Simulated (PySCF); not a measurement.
Isomers of C6H12Ge. Theory: PySCF 2.14.0, density-fitted response routines, TDDFT wB97X-D/def2-SVPD, vertical, gas phase, core orbitals frozen in the response. Geometries: PBE0-D3(BJ)/def2-SVP; one conformer of each isolated species. Triplets are in the Tamm–Dancoff approximation. Relativistic effects are left out although some hold elements past zinc.

Question: Rank by computed lowest singlet excitation energy, highest first.
A. `[CH2]1C[C@H](C2CC2)[GeH2]1`
B. `C=C(C)[C@@H]1C[C@@H]1[GeH3]`
C. `CC(C)CC#[C][GeH3]`
D. `C=C([CH2][GeH3])C1CC1`

Answer: A (6.90 eV), B (6.70 eV), D (6.55 eV), C (6.03 eV).

| SMILES | S1 (eV) | first f ≥ 0.01 (nm) | HOMO (eV) | f (S1) | T1 (eV) | gap (eV) | S1 mainly |
| --- | --- | --- | --- | --- | --- | --- | --- |
| [CH2]1C[C@H](C2CC2)[GeH2]1 | 6.90 | 180 | -9.22 | 0.035 | 6.27 | 11.14 | H→L (41%) |
| C=C(C)[C@@H]1C[C@@H]1[GeH3] | 6.70 | 185 | -8.85 | 0.212 | – | 10.70 | H→L (78%) |
| C=C([CH2][GeH3])C1CC1 | 6.55 | 189 | -8.59 | 0.379 | – | 10.34 | H→L (60%) |
| CC(C)CC#[C][GeH3] | 6.03 | 154 | -9.37 | 0.000 | – | 11.17 | H→L+1 (55%) |

H and L stand for HOMO and LUMO; a dash means that no computed state gives the value.
